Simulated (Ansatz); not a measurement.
A run for Ansatz (a quantum-chemistry and plane-wave program): U-CCSD(T)/aug-cc-pV(D+d)Z on BeClH (SMILES [BeH][Cl]), a point of a bond scan (R = 3.571 Å). Files ending in .json are basis or fitting sets from the Basis Set Exchange.

Ansatz 0.2 input:
```yaml
crystal:
  periodic: [false, false, false]
  atoms:
    - {symbol: Be, position_ang: [-0.00000000, -0.00000000, -1.33527396]}
    - {symbol: H, position_ang: [0.00000000, 0.00000000, -4.90648528]}
    - {symbol: Cl, position_ang: [0.00000000, 0.00000000, 0.47053180]}
basis:
  gaussian:
    orbitals: aug-cc-pV_D+d_Z.json
correlation: {method: ccsd_t, electrons: outside_noble_gas}
scf: {omitted_lower_state_checks: [cluster_reference]}
magnetization: {spin_polarized: true, initial_magnetization: 0}
```

Program output:

```
WARN ansatz: RAYON_NUM_THREADS=1 ignored (pool sized by the plan → 1); use --threads N
Functional definition: HF
these checks for a lower state are left out or cut short: cluster_reference
integrals: 0.05 GiB planned
593 factors; integrals over basis functions are off by at most 9.1e-4 eV
mean field: 0.14 GiB planned
mean field evaluation 1: about -12912.2149 eV, gradient 1.1e1 eV
mean field evaluation 2: about -12912.2531 eV, gradient 1.1e1 eV
mean field evaluation 4: about -12913.9931 eV, gradient 1.3e0 eV
mean field evaluation 8: about -12914.0347 eV, gradient 2.6e-3 eV
mean field evaluation 16: about -12916.6252 eV, gradient 1.0e0 eV
mean field evaluation 32: about -12916.6526 eV, gradient 4.9e-1 eV
mean field evaluation 64: about -12916.5969 eV, gradient 3.7e-1 eV
mean field -12916.65600227 eV, -474.6783528593 hartree, gradient 3.8e-6 eV, S^2 0.977868; 5 other end points of the search recorded, 0 dependent functions left out
6 core orbitals not correlated
reference -12916.65600227 eV, -474.6783528593 hartree; 5, 5 occupied and 53, 53 virtual orbitals, 593 factors
second order -4.59772775 eV of doubles, -0.00000000 eV of singles
coupled cluster: 0.18 GiB planned
cycle   1  -4.91010625 eV  change   -3.1e-1 eV  update   4.6e-2
cycle   2  -5.01019073 eV  change   -1.0e-1 eV  update   1.7e-2
cycle   3  -5.03347216 eV  change   -2.3e-2 eV  update   9.6e-3
cycle   4  -5.03210949 eV  change    1.4e-3 eV  update   4.8e-3
cycle   5  -5.03216565 eV  change   -5.6e-5 eV  update   3.4e-3
cycle   6  -5.03346132 eV  change   -1.3e-3 eV  update   3.1e-3
cycle   7  -5.03514046 eV  change   -1.7e-3 eV  update   2.9e-3
cycle   8  -5.03713591 eV  change   -2.0e-3 eV  update   2.8e-3
cycle   9  -5.04256223 eV  change   -5.4e-3 eV  update   2.5e-3
cycle  10  -5.05129711 eV  change   -8.7e-3 eV  update   1.9e-3
cycle  11  -5.05559110 eV  change   -4.3e-3 eV  update   9.8e-4
cycle  12  -5.05636933 eV  change   -7.8e-4 eV  update   4.0e-4
cycle  13  -5.05653433 eV  change   -1.7e-4 eV  update   1.6e-4
cycle  14  -5.05654345 eV  change   -9.1e-6 eV  update   6.8e-5
cycle  15  -5.05653318 eV  change    1.0e-5 eV  update   2.8e-5
cycle  16  -5.05653947 eV  change   -6.3e-6 eV  update   1.4e-5
cycle  17  -5.05654267 eV  change   -3.2e-6 eV  update   6.9e-6
coupled cluster: 0.18 GiB planned
perturbative correction -0.16591016 eV, -0.0060970860 hartree
Total energy: -12921.87845510 eV, -474.8702744610 hartree
Checks for a lower state left out: cluster_reference
```

Self-consistency was reached. Its determinant has ⟨S²⟩ = 0.98, a mixture of spin states.

Cost: around 3 core-seconds (rough).
